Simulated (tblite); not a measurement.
C2H10BNO2Si2.
Cartesian coordinates in Å at the GFN2-xTB level; atoms count from 1:
```
atom  x, y, z in Å
O1     2.2257   -1.3723   -0.6491
B2     1.8695   -0.0685   -0.6185
O3     2.6662    0.8073   -1.3094
C4     0.5376    0.3782    0.1013
C5     0.0647   -0.5457    1.2382
Si6   -1.7983   -0.3127    1.5131
N7    -2.1741    0.2293   -0.0954
Si8   -0.8627    0.4788   -1.1927
H9     3.0184   -1.5411   -1.1598
H10    2.4029    1.7248   -1.2845
H11    0.6531    1.3900    0.5072
H12    0.2665   -1.5767    0.9455
H13    0.6561   -0.3636    2.1366
H14   -2.1324    0.7369    2.4876
H15   -2.5271   -1.5460    1.8266
H16   -3.1253    0.3388   -0.3979
H17   -0.8100   -0.5556   -2.2331
H18   -0.9394    1.8043   -1.8274
```

Calculated harmonic vibrations of the isolated species, GFN2-xTB (tblite), most abundant isotopes, no scaling. Errors from tens to a few hundred cm⁻¹ against measured bands are possible. Modes of hydrogen on silicon can be 10 to 20 % off. One conformer, not necessarily the lowest.

Harmonic wavenumbers (cm⁻¹): 37.6, 71.3, 101.9, 112.3, 198.5, 274.6, 350.9, 397.0, 402.3, 437.4, 476.1, 515.6, 522.0, 533.4, 535.1, 543.7, 622.4, 638.3, 654.7, 679.6, 755.6, 791.8, 801.3, 808.5, 835.5, 849.7, 922.5, 953.7, 958.0, 1056.4, 1072.2, 1115.3, 1137.4, 1213.4, 1239.1, 1291.1, 1308.6, 1489.9, 2174.2, 2184.0, 2222.0, 2226.0, 2900.3, 2967.1, 2990.0, 3510.7, 3613.3, 3664.0.

A = 2589, B = 905.9, C = 758.6 MHz; mass 147.034 u (most abundant isotopes); point group C1, symmetry number 1.

Q: What is the zero-point energy?

A: ½Σν̃ = 27578 cm⁻¹ = 78.85 kcal/mol.

Q: What is S at 200 K and 1 bar for an ideal gas of classical rigid rotors and harmonic oscillators?

A: Translation 38.91, rotation 28.39, vibration 19.44: S = 86.7 cal/(mol K).

Q: And Cp and H(200 K) − H(0)?

A: Cp = 30.61 cal/(mol K), of which vibrations give 22.66 (their classical limit is 48 R = 95.4); H(200 K) − H(0) = 3.70 kcal/mol without the zero-point energy, 2.11 from vibrations.

Q: What must be added to the electronic energy to get the Gibbs energy at 200 K and 1 bar?

A: ZPE + [H(200 K) − H(0)] − T·S = 78.85 + 3.70 − 17.35 = 65.20 kcal/mol.

Q: Which modes carry the vibrational entropy at 200 K?

A: 37.6 cm⁻¹: 4.59; 71.3 cm⁻¹: 3.34; 101.9 cm⁻¹: 2.65; 112.3 cm⁻¹: 2.46; 198.5 cm⁻¹: 1.44; 274.6 cm⁻¹: 0.93 cal/(mol K); the other 42 give 4.03 together.

Q: How do the functions run with temperature in this model?

A: 
| T (K) | S (cal/(mol K)) | Cp (cal/(mol K)) | H − H(0) (kcal/mol) | G − H(0) (kcal/mol) | ln q(vib) |
| --- | --- | --- | --- | --- | --- |
| 150 | 79.0 | 23.9 | 2.34 | -9.50 | 3.17 |
| 250 | 94.3 | 37.3 | 5.40 | -18.17 | 5.82 |
| 298.15 | 101.4 | 43.3 | 7.34 | -22.89 | 7.16 |
| 400 | 115.6 | 53.8 | 12.31 | -33.95 | 10.07 |
| 600 | 140.3 | 67.6 | 24.57 | -59.62 | 15.74 |
| 900 | 170.2 | 79.5 | 46.81 | -106.38 | 23.60 |

q(vib) and H(0) count from the zero-point level.

Q: Blend soft modes into free rotors: weight 1/[1 + (100 cm⁻¹/ν̃)⁴] for the oscillator and the rest for a rotor with moment μB/(μ + B), μ = h/(8π²ν), B = 10⁻⁴⁴ kg m². What vibrational entropy results?

A: 17.77 cal/(mol K) in place of 19.44, which changes −T·S at 200 K by +0.33 kcal/mol.

Hindered rotation and anharmonicity are outside this model. Other conformers, if any are populated, would add a mixing term that is left out. The structure is chiral; the term R ln 2 for an equal mix with its mirror image is left out.
